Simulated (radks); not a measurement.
Task: Valence configurations of neutral silver (all share [Kr]). Calculated with a radial shooting solver on a logarithmic mesh with Libxc functionals: Dirac Kohn-Sham, PBE, spin-unpolarised, spherical densities, point nucleus; open shells are shared between the two j in proportion to 2j + 1. Order these by energy: 4d9 5s1 5p1; 4d9.5 5s1 5p0.5; 4d10 5p1; 4d8 5s2 5p1; 4d9.5 5p1.5; 4d10 5s1; 4d9 5s2; 4d7.5 5s2 5p1.5; 4d10 5s0.5 5p0.5; 4d8 5s1 5p2.

Result: From the lowest, in eV above it: 4d10 5s1 0.000; 4d10 5s0.5 5p0.5 1.878; 4d9.5 5s1 5p0.5 3.815; 4d10 5p1 3.863; 4d9 5s2 4.078; 4d9.5 5p1.5 8.171; 4d9 5s1 5p1 8.568; 4d8 5s2 5p1 15.496; 4d8 5s1 5p2 20.866; 4d7.5 5s2 5p1.5 22.660. NIST lists [Kr] 4d10 5s1 as the ground configuration; this level of theory agrees among the configurations tried. The energies are those of spherical spin-averaged densities, not of single terms.
